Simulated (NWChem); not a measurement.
System: C2H6F2Si; SMILES C[SiH2]C(F)F

The following NWChem deck was run.

```
start job
memory heap 200 mb stack 900 mb global 1100 mb
geometry units angstroms noautoz
  C     -0.005123     1.702718     1.064326
  Si     0.003271     0.929069    -0.638910
  C      0.001867    -0.981664    -0.414828
  F      1.099087    -1.346482     0.307351
  F     -1.102446    -1.346057     0.296693
  H     -0.898511     1.380079     1.620133
  H     -0.005345     2.801565     1.009583
  H      0.883185     1.380835     1.628622
  H      1.224822     1.290853    -1.419916
  H     -1.210350     1.291173    -1.432036
  H      0.006267    -1.573583    -1.349411
end
basis spherical
  * library def2-svp
end
dft
  xc xctpssh
  iterations 150
  mulliken
end
task dft energy
```

Output (shortened):

```
             Northwest Computational Chemistry Package (NWChem) 7.3.0
             --------------------------------------------------------

 CS  symmetry detected

                             Geometry "geometry" -> ""
                             -------------------------

 Output coordinates in angstroms (scale by  1.889725989 to convert to a.u.)

  No.       Tag          Charge          X              Y              Z
 ---- ---------------- ---------- -------------- -------------- --------------
    1 C                    6.0000     1.04746373     1.71418130     0.00000000
    2 Si                  14.0000    -0.65217567     0.93261847     0.00000000
    3 C                    6.0000    -0.41920482    -0.97705161     0.00000000
    4 F                    9.0000     0.29934190    -1.33831890     1.10077922
    5 F                    9.0000     0.29934190    -1.33831890    -1.10077922
    6 H                    1.0000     1.60901383     1.39452876    -0.89085795
    7 H                    1.0000     0.98761172     2.81276176     0.00000000
    8 H                    1.0000     1.60901383     1.39452876     0.89085795
    9 H                    1.0000    -1.44092640     1.29089771     1.21760076
   10 H                    1.0000    -1.44092640     1.29089771    -1.21760076
   11 H                    1.0000    -1.35103479    -1.57331121     0.00000000

 Effective nuclear repulsion energy (a.u.)     243.3520387216

      Symmetry information
      --------------------

 Group name             Cs
 Group number              2
 Group order               2
 No. of unique centers     8

                                 NWChem DFT Module
                                 -----------------

 Summary of "ao basis" -> "ao basis" (spherical)
 ------------------------------------------------------------------------------
       Tag                 Description            Shells   Functions and Types
 ---------------- ------------------------------  ------  ---------------------
 C                          def2-svp                 6       14   3s2p1d
 Si                         def2-svp                 8       18   4s3p1d
 F                          def2-svp                 6       14   3s2p1d
 H                          def2-svp                 3        5   2s1p

      Symmetry analysis of basis
      --------------------------

        a'         65
        a"         39

            General Information
            -------------------
          SCF calculation type: DFT
          Wavefunction type:  closed shell.
          No. of atoms     :    11
          No. of electrons :    50
           Alpha electrons :    25
            Beta electrons :    25
          Charge           :     0
          Spin multiplicity:     1
          Use of symmetry is: on ; symmetry adaption is: on
          Maximum number of iterations: 150
          AO basis - number of functions:   104
                     number of shells:    50
          Convergence on energy requested:  1.00D-06
          Convergence on density requested:  1.00D-05
          Convergence on gradient requested:  5.00D-04

              XC Information
              --------------
                  TPSS hybrid Method XC Functional
                     Hartree-Fock (Exact) Exchange  0.100
                  TPSS metaGGA Exchange Functional  0.900
             TPSS03 metaGGA Correlation Functional  1.000

             Grid Information
             ----------------
          Grid used for XC integration:  medium
          Radial quadrature: Mura-Knowles
          Angular quadrature: Lebedev.
          Tag              B.-S. Rad. Rad. Pts. Rad. Cut. Ang. Pts.
          ---              ---------- --------- --------- ---------
          C                   0.70       49          11.0       434
          Si                  1.10       88           8.0       590
          F                   0.50       49          11.0       434
          H                   0.35       45          12.0       434
          Grid pruning is: on
          Number of quadrature shells:   415
          Spatial weights used:  Erf1

      Superposition of Atomic Density Guess
      -------------------------------------

 Sum of atomic energies:        -565.56886217

      Non-variational initial energy
      ------------------------------

 Total energy =    -567.486484
 1-e energy   =   -1266.775441
 2-e energy   =     455.936918
 HOMO         =      -0.304614
 LUMO         =       0.077226

      Symmetry analysis of molecular orbitals - initial
      -------------------------------------------------

  Numbering of irreducible representations:

     1 a'          2 a"

  Orbital symmetries:

     1 a'          2 a'          3 a"          4 a'          5 a'
     6 a'          7 a'          8 a"          9 a'         10 a'
    11 a"         12 a'         13 a'         14 a'         15 a"
    16 a'         17 a'         18 a"         19 a"         20 a'
    21 a"         22 a'         23 a"         24 a'         25 a'
    26 a'         27 a'         28 a"         29 a'         30 a'
    31 a"         32 a'         33 a'         34 a"         35 a'

     ---------------------------------------------
      Total Density - Mulliken Population Analysis
     ---------------------------------------------

    Atom       Charge   Shell Charges
 -----------   ------   -------------------------------------------------------
    1 C    6     6.59   1.99  0.96  0.28  2.12  1.22  0.01
    2 Si  14    13.50   2.00  1.99  1.02  0.25  5.94  1.15  0.98  0.16
    3 C    6     5.34   1.99  0.90  0.28  1.47  0.60  0.09
    4 F    9     9.43   1.99  1.14  0.78  3.46  2.06  0.00
    5 F    9     9.43   1.99  1.14  0.78  3.46  2.06  0.00
    6 H    1     0.86   0.65  0.18  0.03
    7 H    1     0.86   0.65  0.18  0.03
    8 H    1     0.86   0.65  0.18  0.03
    9 H    1     1.07   0.70  0.37  0.01
   10 H    1     1.07   0.70  0.37  0.01
   11 H    1     0.97   0.72  0.24  0.02

   convergence    iter        energy       DeltaE   RMS-Dens  Diis-err
 ---------------- ----- ----------------- --------- --------- ---------
 d= 0,ls=0.0,diis     1   -568.6100452127 -8.12D+02  1.26D-02  8.42D-01
 d= 0,ls=0.0,diis     2   -568.5332017218  7.68D-02  6.81D-03  1.94D+00
 d= 0,ls=0.0,diis     3   -568.7120071923 -1.79D-01  9.36D-04  1.73D-02
 d= 0,ls=0.0,diis     4   -568.7130500535 -1.04D-03  4.24D-04  3.18D-03
 d= 0,ls=0.0,diis     5   -568.7133352147 -2.85D-04  1.01D-04  1.15D-04
  Resetting Diis
 d= 0,ls=0.0,diis     6   -568.7133518760 -1.67D-05  1.73D-05  3.49D-06
 d= 0,ls=0.0,diis     7   -568.7133522973 -4.21D-07  1.10D-05  4.75D-07
 d= 0,ls=0.0,diis     8   -568.7133522536  4.38D-08  5.94D-06  8.02D-07

         Total DFT energy =     -568.713352253562
      One electron energy =    -1270.064571395229
           Coulomb energy =      512.975497537739
    Exchange-Corr. energy =      -54.976317117676
 Nuclear repulsion energy =      243.352038721604

 Numeric. integr. density =       49.999973066512

                  Occupations of the irreducible representations
                  ----------------------------------------------

                     irrep           alpha         beta
                     --------     --------     --------
                     a'               17.0         17.0
                     a"                8.0          8.0

                       DFT Final Molecular Orbital Analysis
                       ------------------------------------

 Vector   23  Occ=2.000000D+00  E=-3.323063D-01  Symmetry=a"
              MO Center= -8.9D-01,  1.1D+00, -5.5D-14, r^2= 3.1D+00
   Bfn.  Coefficient  Atom+Function         Bfn.  Coefficient  Atom+Function
  ----- ------------  ---------------      ----- ------------  ---------------
    90      0.312917   9 H  s                95     -0.312917  10 H  s
    24      0.267800   2 Si pz               91      0.186722   9 H  s
    96     -0.186722  10 H  s                27      0.165148   2 Si pz
    21     -0.150038   2 Si pz                6     -0.143238   1 C  pz
    75      0.119616   6 H  s                85     -0.119616   8 H  s

 Vector   24  Occ=2.000000D+00  E=-3.242332D-01  Symmetry=a'
              MO Center=  1.5D-01,  1.4D+00,  4.6D-14, r^2= 2.6D+00
   Bfn.  Coefficient  Atom+Function         Bfn.  Coefficient  Atom+Function
  ----- ------------  ---------------      ----- ------------  ---------------
     4      0.390235   1 C  px               22     -0.288089   2 Si px
     7      0.214891   1 C  px               25     -0.185177   2 Si px
    90      0.169875   9 H  s                95      0.169875  10 H  s
    19      0.161489   2 Si px               75      0.124649   6 H  s
    85      0.124649   8 H  s                 5      0.122631   1 C  py

 Vector   25  Occ=2.000000D+00  E=-2.751079D-01  Symmetry=a'
              MO Center= -2.6D-01, -6.0D-01,  3.7D-15, r^2= 2.7D+00
   Bfn.  Coefficient  Atom+Function         Bfn.  Coefficient  Atom+Function
  ----- ------------  ---------------      ----- ------------  ---------------
    37      0.363546   3 C  py               51      0.315367   4 F  py
    65      0.315367   5 F  py               23     -0.255855   2 Si py
   100     -0.239136  11 H  s                54     -0.232540   4 F  py
    68     -0.232540   5 F  py               35      0.201963   3 C  s
    17      0.163294   2 Si s               101     -0.159985  11 H  s

 Vector   26  Occ=0.000000D+00  E= 3.083652D-02  Symmetry=a'
              MO Center= -3.8D-01,  1.1D+00, -3.1D-18, r^2= 4.9D+00
   Bfn.  Coefficient  Atom+Function         Bfn.  Coefficient  Atom+Function
  ----- ------------  ---------------      ----- ------------  ---------------
     3      1.894123   1 C  s                25     -0.985595   2 Si px
    26     -0.831893   2 Si py               35     -0.648609   3 C  s
    81     -0.518120   7 H  s                76     -0.475202   6 H  s
    86     -0.475202   8 H  s                 7     -0.279559   1 C  px
    18     -0.200063   2 Si s                91     -0.185377   9 H  s

 Vector   27  Occ=0.000000D+00  E= 3.955086D-02  Symmetry=a'
              MO Center= -6.8D-01,  8.2D-01,  4.1D-14, r^2= 4.4D+00
   Bfn.  Coefficient  Atom+Function         Bfn.  Coefficient  Atom+Function
  ----- ------------  ---------------      ----- ------------  ---------------
    26      1.197359   2 Si py               35      1.178352   3 C  s
    25     -0.820722   2 Si px               91     -0.570778   9 H  s
    96     -0.570778  10 H  s               101     -0.541018  11 H  s
     3      0.532459   1 C  s                40      0.418411   3 C  py
    81     -0.294714   7 H  s                18     -0.266210   2 Si s

 Vector   28  Occ=0.000000D+00  E= 5.209046D-02  Symmetry=a"
              MO Center= -5.9D-01,  3.5D-01, -7.8D-14, r^2= 3.7D+00
   Bfn.  Coefficient  Atom+Function         Bfn.  Coefficient  Atom+Function
  ----- ------------  ---------------      ----- ------------  ---------------
    27      1.132245   2 Si pz               91     -0.858695   9 H  s
    96      0.858695  10 H  s                41      0.359581   3 C  pz
    38      0.253532   3 C  pz               24      0.247131   2 Si pz
    49     -0.233211   4 F  s                63      0.233211   5 F  s
    90     -0.154501   9 H  s                95      0.154501  10 H  s

     ---------------------------------------------
      Total Density - Mulliken Population Analysis
     ---------------------------------------------

    Atom       Charge   Shell Charges
 -----------   ------   -------------------------------------------------------
    1 C    6     6.31   1.99  0.89  0.28  2.12  1.03  0.02
    2 Si  14    13.56   2.00  1.98  1.05  0.18  5.93  1.33  0.87  0.22
    3 C    6     5.74   1.99  0.94  0.20  1.93  0.57  0.11
    4 F    9     9.24   1.99  1.14  0.79  3.34  1.97  0.01
    5 F    9     9.24   1.99  1.14  0.79  3.34  1.97  0.01
    6 H    1     0.92   0.74  0.16  0.02
    7 H    1     0.93   0.74  0.17  0.02
    8 H    1     0.92   0.74  0.16  0.02
    9 H    1     1.08   0.75  0.32  0.01
   10 H    1     1.08   0.75  0.32  0.01
   11 H    1     0.97   0.77  0.17  0.02

     -------------------------------------------
      Total Density - Lowdin Population Analysis
     -------------------------------------------

    Atom       Charge   Shell Charges
 -----------   ------   -------------------------------------------------------
    1 C    6     6.25   1.97  0.59  0.34  1.89  1.42  0.05
    2 Si  14    13.50   2.00  1.93  0.66  0.32  5.82  1.35  1.10  0.32
    3 C    6     5.94   1.96  0.63  0.35  1.75  1.02  0.23
    4 F    9     9.12   1.98  1.03  0.74  3.22  2.14  0.01
    5 F    9     9.12   1.98  1.03  0.74  3.22  2.14  0.01
    6 H    1     0.96   0.63  0.26  0.07
    7 H    1     0.96   0.63  0.26  0.07
    8 H    1     0.96   0.63  0.26  0.07
    9 H    1     1.10   0.65  0.42  0.02
   10 H    1     1.10   0.65  0.42  0.02
   11 H    1     1.00   0.67  0.26  0.07

     Multipole analysis of the density
     ---------------------------------

     L   x y z        total         alpha         beta         nuclear
     -   - - -        -----         -----         ----         -------
     0   0 0 0     -0.000000    -25.000000    -25.000000     50.000000

     1   1 0 0     -0.292577     -0.146289     -0.146289     -0.000000
     1   0 1 0      0.481703      0.240852      0.240852      0.000000
     1   0 0 1     -0.000000     -0.000000     -0.000000      0.000000

     2   2 0 0    -27.014786    -62.316883    -62.316883     97.618979
     2   1 1 0      2.144284     -4.597692     -4.597692     11.339668
     2   1 0 1      0.000000      0.000000      0.000000      0.000000
     2   0 2 0    -27.437488   -166.174821   -166.174821    304.912154
     2   0 1 1     -0.000000     -0.000000     -0.000000      0.000000
     2   0 0 2    -29.391829    -61.768304    -61.768304     94.144779
```

Level: TPSSh/def2-SVP. All runs use the structure optimised with PBE0/def2-SVP.
